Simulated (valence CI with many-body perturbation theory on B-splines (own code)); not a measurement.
## Ne V: E2, M1 decay

Level of theory: relativistic CI+MBPT: four valence electrons over a frozen Dirac-Fock core [He], a basis of 11 s, 11 p, 9 d, 7 f, 5 g, 2 h, 1 i functions for each j, with the one-electron correlation potential Σ1 (screened to all orders), the two-electron term Σ2, the three-electron term Σ3, Breit, model QED; selected single and double excitations, second order for the rest, scaled by the run's own slope (own B-spline code, finite nucleus).

Against 24 measured levels this calculation errs by 82 cm⁻¹ on average and by 205 at most. These come from a selection out of NIST levels in Podobedova, Fuhr, Reader and Wiese, J. Phys. Chem. Ref. Data 33, 525 (2004). Levels without a partner in it may be off by more. Among the levels kept, up to 260 cm⁻¹ of a level comes from second order outside the variational space, and about a tenth of that is noise between levels of different J, which matters for small intervals. 3 measured levels below the end of the list, from 690000 cm⁻¹ on, found no clear computed partner, and computed levels of the same name lie up to 8653 cm⁻¹ from them.

Lines 1 to 6 of 6 in falling wavelength, among levels below 777320 cm⁻¹, chosen from the decays that carry over 1 % of a level's rate. Wavelengths and rates use the calculated energies, so an error of 80 cm⁻¹ moves a line at 3415 Å by 0.27 % and its rate by three times that or more. Electric multipoles are in the length gauge, E1 and E2 with the static RPA response of the core. Weak lines are less certain than strong ones. Lines between different terms over intervals too small for the method are left out, as are lines whose strength nearly cancels. Branching is blank where the lifetime is uncertain.

| λ vac (Å) | λ from measured levels | Upper | Lower | Type | A (s⁻¹) | Branch % |
| --- | --- | --- | --- | --- | --- | --- |
| 2.431e+05 | 2.425e+05 | 2s²2p² ³P_1 | 2s²2p² ³P_0 | M1 | 1.26e-03 | 100.0 |
| 1.434e+05 | 1.433e+05 | 2s²2p² ³P_2 | 2s²2p² ³P_1 | M1 | 4.59e-03 | 100.0 |
| 3415 | 3427 | 2s²2p² ¹D_2 | 2s²2p² ³P_2 | M1 | 3.72e-01 | 73.6 |
| 3336 | 3347 | 2s²2p² ¹D_2 | 2s²2p² ³P_1 | M1 | 1.33e-01 | 26.3 |
| 2967 | 2974 | 2s²2p² ¹S_0 | 2s²2p² ¹D_2 | E2 | 2.84e+00 |  |
| 1570 | 1575 | 2s²2p² ¹S_0 | 2s²2p² ³P_1 | M1 | 4.22e+00 |  |
